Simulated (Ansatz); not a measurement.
Z-matrix (Å, degrees):
```
Si
F 1 1.601
Si 1 2.343 2 108.2
O 1 1.634 2 110.3 3 -116.4
H 1 1.486 2 105.8 3 123.0
O 3 1.638 1 106.1 2 172.1
Cl 3 2.065 1 107.9 2 53.4
H 3 1.485 1 115.1 2 -63.9
H 4 0.959 1 119.4 2 -75.3
H 6 0.959 3 118.7 1 179.1
```

Charge 0, multiplicity 1.

(1) List the B3LYP/def2-TZVPP orbital energies in eV (the Gaussian-basis code of Ansatz). (Estimate.)

## Answers

(1) Computed: Occupied: -2762.40, -1800.38, -1800.36, -671.46, -521.11, -521.10, -257.16, -196.17, -196.06, -196.05, -144.76, -144.73, -100.13, -100.09, -100.07, -100.05, -100.03, -100.01, -32.43, -28.01, -27.98, -22.54, -16.43, -15.53, -14.15, -13.27, -12.56, -12.34, -11.60, -11.17, -10.83, -10.23, -9.78, -9.49, -9.22, -8.97, -7.94. Lowest empty: -0.82, -0.56, 0.75, 0.92, 1.29, 1.91, 2.00, 2.54.

B3LYP here is the variant with VWN-RPA as its local correlation; programs differ in this.
